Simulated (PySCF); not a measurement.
A structure optimised at PBE-D3(BJ)/def2-SVP, used in a PySCF frequency run:

```xyz
8

Ga     0.0097     0.0020     0.0000
F     -1.5734    -0.8128     0.0000
C      0.1861     1.9438     0.0000
H     -0.3093     2.3607     0.8982
H      1.2550     2.2273     0.0000
H     -0.3093     2.3607    -0.8982
O      1.3809    -1.1597     0.0000
H      1.0596    -2.0811     0.0000
```

Write its SMILES, formula and point group.

[CH3][Ga]([OH])[F], CH₄FGaO, Cs

What are its rotational constants (standard atomic weights)?

6.1474, 4.9731, 2.7986 GHz
